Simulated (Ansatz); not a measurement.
Ansatz (a program for electronic structure) input (PBE0/STO-3G):

Ansatz 0.2 input:
```yaml
crystal:
  periodic: [false, false, false]
  atoms:
    - {symbol: O, position_ang: [-0.50769886, -1.83231468, 0.14527089]}
    - {symbol: Si, position_ang: [-0.44246936, -0.28539840, 0.07857183]}
    - {symbol: O, position_ang: [-1.05433225, 0.64038459, 1.35312635]}
    - {symbol: O, position_ang: [-1.27354934, 0.42296943, -1.23102862]}
    - {symbol: Si, position_ang: [1.78420101, 0.50641778, -0.13197898]}
    - {symbol: H, position_ang: [-1.73700564, 1.23499690, 1.02861696]}
    - {symbol: H, position_ang: [-1.49799277, -0.28191112, -1.84657116]}
    - {symbol: H, position_ang: [1.95653524, 1.99285059, -0.27352849]}
    - {symbol: H, position_ang: [2.67136924, 0.15709516, 1.02407565]}
    - {symbol: H, position_ang: [2.50749467, -0.04561769, -1.32384169]}
basis:
  gaussian:
    orbitals: STO-3G
hamiltonian:
  xc: {name: PBE0}
total_charge: -1
```

Output:

```
Functional definition: PBE0
integrals: 0.01 GiB planned
476 factors; integrals over basis functions are off by at most 3.2e-5 eV
0.09 GiB of the device are held for the grids
0.11 GiB of device memory are held for the factors and their scratch space
mean field: 0.10 GiB planned
mean field evaluation 1: about -21687.5826 eV, gradient 3.8e1 eV
mean field evaluation 2: about -21642.2592 eV, gradient 1.4e2 eV
mean field evaluation 4: about -21693.3332 eV, gradient 5.1e0 eV
mean field evaluation 8: about -21693.4173 eV, gradient 3.7e-2 eV
mean field -21693.41734867 eV, -797.2183832371 hartree, gradient 5.5e-6 eV, S^2 0.000000; 0 other end points of the search recorded, 0 dependent functions left out
reference -21693.41736500 eV, -797.2183838375 hartree; 29, 29 occupied and 9, 9 virtual orbitals, 476 factors
Total energy: -21693.41736500 eV, -797.2183838375 hartree
```

It need not be the lowest isomer of its formula. Whether it binds its extra electron was not tested at this geometry.
